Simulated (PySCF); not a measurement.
Isomers of C3H7NSi and their computed core-level spectra.

Computed, not measured: delta-SCF UKS SCAN, pcX-2 on the ionised atom, pcseg-1 elsewhere, spin-free X2C (PySCF 2.14.0). Geometries: PBE0-D3(BJ)/def2-SVP; isolated species, one conformer each.

Line lists (1s up to Mg, 2p3/2 beyond; areas count atoms within a level, one atom standing for each set equivalent by bonding):
1. C 1s: 289.87 (area 2), 291.54 (area 1) eV; N 1s: 404.42 eV; Si 2p3/2: 106.53 eV
2. C 1s: 290.28 (area 1), 290.66 (area 1), 292.54 (area 1) eV; N 1s: 404.63 eV; Si 2p3/2: 107.00 eV
3. C 1s: 289.38 (area 1), 290.22 (area 1), 291.64 (area 1) eV; N 1s: 404.56 eV; Si 2p3/2: 106.89 eV

Structures:
A. `C([SiH2]N)#CC`
B. `C1[SiH](C1)N=C`
C. `C#CCN[SiH3]`

Problem. Match each list to its structure.

Solution. 
- 1 = B: no other candidate has these counts of sites. C 1s: 289.87 sp3 carbon bound to silicon (×2), 291.54 C=N carbon; N 1s: 404.42 C=N nitrogen; Si 2p3/2: 106.53 SiH silicon.
- 2 = C: another candidate has the same counts of sites, so positions decide. C 1s: 290.28 terminal alkyne carbon, 290.66 alkyne carbon, 292.54 sp3 carbon bound to nitrogen; N 1s: 404.63 silicon-bound nitrogen; Si 2p3/2: 107.00 SiH3 silicon.
- 3 = A: another candidate has the same counts of sites, so positions decide. C 1s: 289.38 alkyne carbon, 290.22 alkyne carbon, 291.64 propargylic carbon; N 1s: 404.56 silicon-bound nitrogen; Si 2p3/2: 106.89 SiH2 silicon.

The 2p values add to the ΔSCF energy of one spin-free hole a correction within the shell (spin–orbit coupling, ligand field). 4 of these hole states are spin-contaminated (⟨S²⟩ up to 0.87, against 0.75; counted from 0.85) and less certain.
